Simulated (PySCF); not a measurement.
Ge(F)2(SeH)2 (F₂GeH₂Se₂), SMILES [F][Ge]([F])([SeH])[SeH]. Atoms are numbered in the order given.

```xyz
7

F     -0.1472     1.3570    -1.6368
Ge     0.0000     0.0000    -0.5624
F      0.1472    -1.3570    -1.6368
Se    -2.0035    -0.0038     0.6522
Se     2.0035     0.0038     0.6522
H     -1.4744    -1.0460     1.5550
H      1.4744     1.0460     1.5550
```
Charge 0, spin multiplicity 1.

Geometry optimised at B3LYP-D3(BJ)/def2-SVP. One conformer was computed; it need not be the lowest.

These are TDA-M06-2X/def2-SVPD run with PySCF 2.14.0 values and carry that method's errors.

Vertical excitations. The molecule is in vacuum. State labels are in the subgroup C2.

Computed UV-visible absorptions:
```csv
state,symmetry,energy (eV),λ (nm),f,main pairs
S1,B,4.75,261,0.027,HOMO→LUMO 86 %
S2,A,4.85,256,0.003,HOMO−1→LUMO 87 %
S3,B,5.88,211,0.043,"HOMO→LUMO+1 64 %, HOMO−1→LUMO+2 23 %"
S4,A,5.93,209,0.018,"HOMO−1→LUMO+1 50 %, HOMO→LUMO+2 35 %"
S5,B,6.74,184,0.151,"HOMO−2→LUMO 57 %, HOMO−1→LUMO+4 21 %"
S6,A,6.85,181,0.018,"HOMO→LUMO+3 35 %, HOMO→LUMO+4 19 %, HOMO−1→LUMO+1 15 %, HOMO→LUMO+2 12 %"
S7,A,7.05,176,0.011,"HOMO→LUMO+4 39 %, HOMO−1→LUMO+1 22 %, HOMO→LUMO+2 20 %, HOMO→LUMO+6 7 %"
S8,B,7.06,176,0.022,"HOMO−1→LUMO+2 49 %, HOMO→LUMO+1 26 %, HOMO−1→LUMO+3 14 %"
S9,B,7.17,173,0.052,"HOMO−1→LUMO+4 27 %, HOMO→LUMO+7 24 %, HOMO−1→LUMO+6 10 %, HOMO→LUMO+9 8 %"
S10,A,7.39,168,0.001,"HOMO→LUMO+3 39 %, HOMO→LUMO+2 23 %, HOMO−1→LUMO+9 7 %"
T1,B,4.35,285,0,HOMO→LUMO 90 %
T2,A,4.52,274,0,HOMO−1→LUMO 87 %
T3,B,5.44,228,0,"HOMO→LUMO+1 50 %, HOMO−1→LUMO+2 29 %"
T4,A,5.49,226,0,"HOMO−1→LUMO+1 42 %, HOMO→LUMO+2 39 %"
```
Triplets are in the Tamm–Dancoff approximation.
